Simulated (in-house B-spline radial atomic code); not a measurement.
Radial electron density of He, 1s2. Computed with an all-electron radial atomic-structure program (B-spline basis): scalar-relativistic (X2C) HSE06, spin-polarised, spherical fractional occupations, Gaussian nucleus of rms radius 1.6755 fm.

Columns: r (bohr), 4πr²n(r) (electrons per bohr), bar.

```
  0.0303   0.0375 #
  0.0343  0.04727 #
  0.0388   0.0594 ##
  0.0439  0.07448 ##
  0.0497  0.09326 ##
  0.0562   0.1162 ###
  0.0636   0.1444 ####
  0.0719   0.1785 #####
  0.0813   0.2199 ######
   0.092   0.2698 #######
   0.104   0.3287 ########
   0.118   0.4003 ##########
   0.133   0.4793 ############
   0.151   0.5755 ###############
    0.17   0.6771 #################
   0.193   0.7978 #####################
   0.218   0.9238 ########################
   0.247     1.06 ###########################
   0.279    1.197 ###############################
   0.316    1.334 ##################################
   0.357     1.46 ######################################
   0.404     1.57 ########################################
   0.457    1.654 ###########################################
   0.517    1.703 ############################################
   0.585    1.711 ############################################
   0.662    1.673 ###########################################
   0.748    1.589 #########################################
   0.847    1.459 ######################################
   0.958    1.293 #################################
    1.08    1.107 ############################
    1.23    0.891 #######################
    1.39   0.6907 ##################
    1.57   0.5081 #############
    1.77    0.355 #########
    2.01   0.2268 ######
    2.27   0.1372 ####
    2.57  0.07544 ##
    2.91  0.03759 #
    3.29  0.01695
```

On this grid the curve has 1 maximum, near 0.585 bohr.

The 1s up radial function P(r) = rR(r), positive near the nucleus:

| r (bohr) | P |
| --- | --- |
| 0.01 | 0.04715 |
| 0.0128 | 0.05998 |
| 0.0164 | 0.07627 |
| 0.021 | 0.09673 |
| 0.0268 | 0.122 |
| 0.0343 | 0.1537 |
| 0.0439 | 0.193 |
| 0.0562 | 0.241 |
| 0.0719 | 0.2988 |
| 0.092 | 0.3673 |
| 0.118 | 0.4474 |
| 0.151 | 0.5364 |
| 0.193 | 0.6316 |
| 0.247 | 0.7282 |
| 0.316 | 0.8168 |
| 0.404 | 0.886 |
| 0.517 | 0.9228 |
| 0.662 | 0.9146 |
| 0.847 | 0.8541 |
| 1.08 | 0.7439 |
| 1.39 | 0.5877 |
| 1.77 | 0.4213 |
| 2.27 | 0.2619 |
| 2.91 | 0.1371 |
